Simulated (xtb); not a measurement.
F₂Sr, charge -1, doublet, geometry from GFN2-xTB (such geometries of metal compounds can be far from the true shape) (a state made from the parent by changing its charge; the spin is typed, not shown lowest); GFN1-xTB with GBSA(acetonitrile) in xtb.

The xtb input:
```
$ xtb mol.xyz --gfn 1 --chrg -1 --uhf 1 --gbsa acetonitrile --json

# file mol.xyz
3

Sr    -0.07458081    -0.01717285    -0.00668094
F     -0.06832655     1.51030383    -1.25445591
F      0.38322329    -1.43779623     1.28266431
```

Problem. Predict the main parts of the log of this xtb run.

Solution. 
```
   ID    Z sym.   atoms
    1   38 Sr     1
    2    9 F      2, 3

           -------------------------------------------------
          |                Calculation Setup                |
           -------------------------------------------------

           -------------------------------------------------
          |                 G F N 1 - x T B                 |
           -------------------------------------------------

      * Solvation model:               GBSA
        Solvent                        acetonitrile
        Parameter file                 internal GFN1-xTB/GBSA
        Dielectric constant                3.7500E+01
        Reference state                gsolv [1 M gas/solution]
        Free energy shift                  4.2202E-03 Eh       2.6482E+00 kcal/mol
        Temperature                        2.9815E+02 K
        Density                            7.8600E-01 kg/L
        Solvent mass                       4.1050E+01 g/mol
        Interaction kernel             Still
        Born radius scaling (c1)           1.4775E+00
        Born radii integrator          GBOBC
        Born offset                        1.6583E-02 a0       3.1337E-02 AA
        H-bond correction              true
        Ion screening                  false
        Surface tension                    1.0000E-05 Eh       1.5569E+01 dyn/cm
        Grid points                               230 per atom

          ...................................................
          :                      SETUP                      :
          :.................................................:
          :  # basis functions                  18          :
          :  # atomic orbitals                  17          :
          :  # shells                            7          :
          :  # electrons                        17          :
          :  # halogen bonds                     0          :
          :  max. iterations                   250          :
          :  Hamiltonian                  GFN1-xTB          :
          :  restarted?                      false          :
          :  GBSA solvation                   true          :
          :  PC potential                    false          :
          :  electronic temp.          300.0000000     K    :
          :  accuracy                    1.0000000          :
          :  -> integral cutoff          0.2500000E+02      :
          :  -> integral neglect         0.1000000E-07      :
          :  -> SCF convergence          0.1000000E-05 Eh   :
          :  -> wf. convergence          0.2000000E-04 e    :
          :  Broyden damping             0.4000000          :
          :  net charge                         -1          :
          :  unpaired electrons                  1          :
          ...................................................

 iter      E             dE          RMSdq      gap      omega  full diag
   1    -11.5884348 -0.115884E+02  0.383E+01    0.02       0.0  T
   2    -11.2063003  0.382135E+00  0.159E+01    4.26       1.0  T
   3    -11.1890083  0.172920E-01  0.116E+01    3.17       1.0  T
   4    -11.2387362 -0.497279E-01  0.306E+00    0.30       1.0  T
   5    -11.1295875  0.109149E+00  0.390E+01    0.02       1.0  T
   6    -11.2226998 -0.931123E-01  0.682E+00    0.00       1.0  T
   7    -11.1896981  0.330017E-01  0.928E+00    2.54       1.0  T
   8    -11.1994550 -0.975690E-02  0.718E+00    1.76       1.0  T
   9    -11.2316646 -0.322096E-01  0.330E+00    0.47       1.0  T
  10    -11.2440048 -0.123402E-01  0.168E+00    0.16       1.0  T
  11    -11.2409817  0.302309E-02  0.201E+00    0.20       1.0  T
  12    -11.2467590 -0.577727E-02  0.199E+00    0.10       1.0  T
  13    -11.2464100  0.349033E-03  0.333E+00    0.06       1.0  T
  14    -11.2461725  0.237493E-03  0.349E+00    0.06       1.0  T
  15    -11.2465016 -0.329118E-03  0.325E+00    0.06       1.0  T
  16    -11.2447966  0.170500E-02  0.398E+00    0.05       1.0  T
[...]
         :: total energy             -11.234662907803 Eh    ::
[...]
         :: HOMO-LUMO gap              0.100722240862 eV    ::
         ::.................................................::
         :: SCC energy               -11.248416492891 Eh    ::
         :: -> electrostatic           0.217879864028 Eh    ::
         :: -> Gsolv                  -0.112017819067 Eh    ::
         ::    -> Gelec               -0.073804372385 Eh    ::
         ::    -> Gsasa               -0.042433633943 Eh    ::
         ::    -> Ghb                  0.000000000000 Eh    ::
         ::    -> Gshift               0.004220187262 Eh    ::
         :: repulsion energy           0.014034943462 Eh    ::
         :: dispersion energy         -0.000281358375 Eh    ::
         :: halogen bond corr.         0.000000000000 Eh    ::
         :: add. restraining           0.000000000000 Eh    ::
         :: total charge              -1.000000000469 e     ::
         :::::::::::::::::::::::::::::::::::::::::::::::::::::

           -------------------------------------------------
          |                Property Printout                |
           -------------------------------------------------

    * Orbital Energies and Occupations

         #    Occupation            Energy/Eh            Energy/eV
      -------------------------------------------------------------
         1        2.0000           -0.6749481             -18.3663
         2        2.0000           -0.6651826             -18.1005
         3        2.0000           -0.4067551             -11.0684
         4        2.0000           -0.4063179             -11.0565
         5        2.0000           -0.4004601             -10.8971
         6        2.0000           -0.3991529             -10.8615
         7        2.0000           -0.3988357             -10.8529
         8        2.0000           -0.3982556             -10.8371
         9        0.8652           -0.2291144              -6.2345 (HOMO)
        10        0.1154           -0.2254129              -6.1338 (LUMO)
        11        0.0194           -0.2236208              -6.0850
        12                         -0.1944222              -5.2905
        13                         -0.0726581              -1.9771
        14                         -0.0726321              -1.9764
        15                          0.0060948               0.1658
        16                          0.0155303               0.4226
        17                          0.2931584               7.9772
      -------------------------------------------------------------
                  HL-Gap            0.0037015 Eh            0.1007 eV
             Fermi-level           -0.2705165 Eh           -7.3611 eV

  Mulliken/CM5 charges         n(s)   n(p)   n(d)
     1Sr    0.32067  0.78477   0.673  0.503  0.504
     2F    -0.66034 -0.89239   1.879  5.781  0.000
     3F    -0.66034 -0.89239   1.879  5.781  0.000

Wiberg/Mayer (AO) data.
largest (>0.10) Wiberg bond orders for each atom

 ---------------------------------------------------------------------------
     #   Z sym  total        # sym  WBO       # sym  WBO       # sym  WBO
 ---------------------------------------------------------------------------
     1  38 Sr   1.253 --     2 F    0.627     3 F    0.627
     2   9 F    0.641 --     1 Sr   0.627
     3   9 F    0.641 --     1 Sr   0.627
 ---------------------------------------------------------------------------

Topologies differ in total number of bonds
Writing topology from bond orders to xtbtopo.mol

 dipole moment from electron density (au)
     X       Y       Z
   0.6123   0.1410   0.0549  total (Debye):    1.603

           -------------------------------------------------
          | TOTAL ENERGY              -11.234662907803 Eh   |
          | GRADIENT NORM               0.043708732502 Eh/α |
          | HOMO-LUMO GAP               0.100722240862 eV   |
           -------------------------------------------------

normal termination of xtb
```
